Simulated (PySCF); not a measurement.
C₂H₈B₂, SMILES BCCB, GFN2-xTB optimised geometry.

```
12

B      1.47    -0.06    -1.26
C      0.77    -0.68     0.00
C     -0.77    -0.68     0.00
B     -1.47     0.72     0.00
H      0.86     0.28    -2.19
H      2.64     0.05    -1.26
H      1.12    -0.17     0.90
H      1.13    -1.71     0.11
H     -1.12    -1.27    -0.85
H     -1.13    -1.23     0.88
H     -2.64     0.77    -0.11
H     -0.86     1.71     0.13
```

Density from PBE0/def2-TZVP in PySCF 2.14.0 at that geometry.

Minimum of the electron density along straight lines between bonded atoms, close to the bond critical point (lines longer than 1.1 times the sum of covalent radii, or with two minima, are not listed):

| bond | length / Å | ρ at the minimum / e bohr⁻³ | ∇²ρ there / e bohr⁻⁵ | position (fraction from the first atom) |
|---|---|---|---|---|
| B1–C2 | 1.567 | 0.190 | -0.31 | 0.33 |
| C2–C3 | 1.536 | 0.239 | -0.57 | 0.50 |
| C3–B4 | 1.567 | 0.190 | -0.31 | 0.67 |
| B1–H5 | 1.170 | 0.192 | -0.33 | 0.44 |
| B1–H6 | 1.171 | 0.192 | -0.35 | 0.44 |
| C2–H7 | 1.094 | 0.270 | -0.89 | 0.64 |
| C2–H8 | 1.098 | 0.266 | -0.87 | 0.63 |
| C3–H9 | 1.095 | 0.270 | -0.89 | 0.64 |
| C3–H10 | 1.098 | 0.266 | -0.87 | 0.63 |
| B4–H11 | 1.170 | 0.192 | -0.35 | 0.44 |
| B4–H12 | 1.170 | 0.192 | -0.33 | 0.44 |
